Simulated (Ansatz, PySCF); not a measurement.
Gas-phase reaction in SMILES: F[Si](F)(F)F [tetrafluorosilane] + 3 [SiH4] (SiH4) → 4 F[SiH3] [fluorosilane]
Geometries: B3LYP-D3(BJ)/def2-TZVP minima from Ansatz (an electronic-structure program). Frequencies are from Ansatz or PySCF.

Property: bond separation energy (0 K, with B3LYP-D3(BJ) harmonic zero-point energies), in eV. Cores are frozen in the correlated levels unless marked. Spin-orbit coupling is left out. Non-relativistic. Basis-set limits of correlation are two-point, X^-3; Hartree-Fock from the larger set. The bracket is a focal-point correction in the basis named.

RI-MP2/CBS(aug-cc-pV(T+d)Z,aug-cc-pV(Q+d)Z)+[CCSD(T)-MP2]/aug-cc-pV(T+d)Z (Ansatz) gives 0.92 eV.

Another calculation gave 1.01 eV. Which level was it?
A) BLYP/def2-TZVPD (Ansatz)
B) r2SCAN0/def2-TZVPD (Ansatz)
C) wB97M-V/def2-TZVPD (Ansatz)

B, r2SCAN0/def2-TZVPD (Ansatz). The others give 0.74 (BLYP), 0.89 (wB97M-V) eV.
